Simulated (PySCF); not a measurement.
H6FGaO2Si2, SMILES [F][Ga]([O][SiH3])[O][SiH3], singlet (PBE0/def2-SVP optimised geometry):

```
12

Ga    -0.230     0.825     0.957
F     -0.537     1.721     2.416
O     -1.587     0.251     0.000
Si    -3.252     0.251     0.000
H     -3.780    -0.467     1.200
H     -3.710    -0.450    -1.234
H     -3.782     1.648     0.000
O      1.435     0.533     0.501
Si     2.343    -0.193    -0.689
H      2.017    -1.648    -0.791
H      3.782    -0.034    -0.332
H      2.088     0.451    -2.013
```

Calculation: PBE0/def2-TZVP (PySCF 2.14.0).

What are the frontier orbital energies and the dipole moment?

HOMO-2 -9.14 eV, HOMO-1 -9.09 eV, HOMO -8.96 eV, LUMO -1.69 eV, LUMO+1 -0.41 eV; dipole moment 1.30 D.

On the same geometry PBE/def2-TZVP in PySCF 2.14.0 gives HOMO-2 -7.70 eV, HOMO-1 -7.66 eV, HOMO -7.51 eV, LUMO -2.67 eV, LUMO+1 -1.27 eV; dipole moment 1.21 D.

Meta-Löwdin charges at PBE0/def2-TZVP: Ga1 1.24, F2 -0.49, O3 -0.80, Si4 0.75, H5 -0.11, H6 -0.10, H7 -0.11, O8 -0.79, Si9 0.75, H10 -0.11, H11 -0.10, H12 -0.11.
